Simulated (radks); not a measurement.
Values are calculated unless marked as measured or tabulated.
The table gives one normalised radial function P(r) = r R(r) of Xe3+ in [Kr] 4d9 5s2 5p3 6s1 (r in bohr). Level of theory: scalar-relativistic Kohn-Sham, B86b exchange with PBE correlation, spin-polarised, spherical densities, finite nucleus; open shells are filled with parallel spins first (spin-orbit coupling, left out, can overturn this in heavy ions); Fermi nuclear charge, rms radius 4.7859 fm (a radial shooting solver on a logarithmic mesh with Libxc functionals).

| r | P |
|---|---|
| 0.004105 | 0.0002 |
| 0.006425 | 0.0006 |
| 0.01006 | 0.0022 |
| 0.01574 | 0.0073 |
| 0.02464 | 0.0233 |
| 0.03825 | 0.0677 |
| 0.05987 | 0.1777 |
| 0.09371 | 0.3864 |
| 0.1467 | 0.6224 |
| 0.2296 | 0.5721 |
| 0.3593 | -0.0993 |
| 0.5624 | -0.9935 |
| 0.8733 | -1.1306 |
| 1.367 | -0.5440 |
| 2.139 | -0.1045 |
| 3.348 | -0.0057 |
| 5.241 | 0.0000 |
| 8.203 | 0.0000 |

Which n and l does it have? It may be an empty orbital.

Answer. n = 4, l = 2: the number of nodes gives n - l - 1 = 1, the rise at small r (about r^(l+1), flatter next to the nucleus through relativity) gives l, and the extent must fit the shell. The curve is that of 4d down; the table hardly tells the two spins apart. 4d down: eigenvalue -104.40 eV, 1 radial node at r = 0.342 bohr, <r> = 0.854 bohr, 90 % of the charge inside 1.29 bohr.
